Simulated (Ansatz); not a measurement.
Reaction (redistribution): `F[SiH2]OC[SiH3]` + `[SiH3][NH][AlH][SiH2]Cl` → `F[SiH2][AlH][NH][SiH3]` + `[SiH3]CO[SiH2]Cl`

Program: Ansatz. Geometries: PBE0-D4/def2-TZVP. ΔE: electronic, gas phase. CBS: MP2 limit from def2 TZ/QZ plus the TZ coupled-cluster correction, frozen cores. Each species was taken in one conformer, which may not be the lowest.

| species | HF/CBS(def2) energy (Eh) |
| --- | --- |
| `F[SiH2]OC[SiH3]` | -794.36093 |
| `[SiH3][NH][AlH][SiH2]Cl` | -1338.02942 |
| `F[SiH2][AlH][NH][SiH3]` | -978.00147 |
| `[SiH3]CO[SiH2]Cl` | -1154.38192 |

Task: Work out ΔE.

Result: ΔE = (-978.00147) + (-1154.38192) − (-794.36093) − (-1338.02942) = 0.00696 Eh = +0.19 eV. CCSD(T)/CBS gives +0.20 eV.

Largest T1 diagnostic among the species: 0.012.
